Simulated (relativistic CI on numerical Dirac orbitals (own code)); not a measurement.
# Spin-allowed bands of a d3 ion in a tetrahedral site, by hand

Problem. Take Δ = 8500 cm⁻¹ and B = 840 cm⁻¹ for a d3 ion in a tetrahedral site. Calculate the three spin-allowed bands.

Working.
1. The terms of highest spin are 4F (energy 0) and 4P (15B = 12600 cm⁻¹). Here the F term splits into A2 at +1.2Δ = 10200, T2 at +0.2Δ = 1700 and T1 at −0.6Δ = -5100 cm⁻¹.
2. The two T1 states mix through the element 0.4Δ: H = [[-5100, 3400], [3400, 12600]], with roots ½(H₁₁ + H₂₂) ∓ ½√[(H₂₂ − H₁₁)² + 4H₁₂²] = ½(7500) ∓ ½(18961) = -5731 and 13231 cm⁻¹.
3. The ground term is 4T1 at -5731 cm⁻¹.
4. Bands: 4T2 7431 cm⁻¹ (1346 nm), 4A2 15931 cm⁻¹ (628 nm), 4T1(P) 18961 cm⁻¹ (527 nm).

Check. Exact diagonalisation of the whole d3 shell with these parameters gives 4T2 7431, 4A2 15931, 4T1 18961 cm⁻¹. The match is exact, since without spin-orbit coupling no other term has this spin. The ratio of the second band to the first, 2.144, depends on Δ/B = 10.1 alone, which is how a Tanabe-Sugano diagram is read.
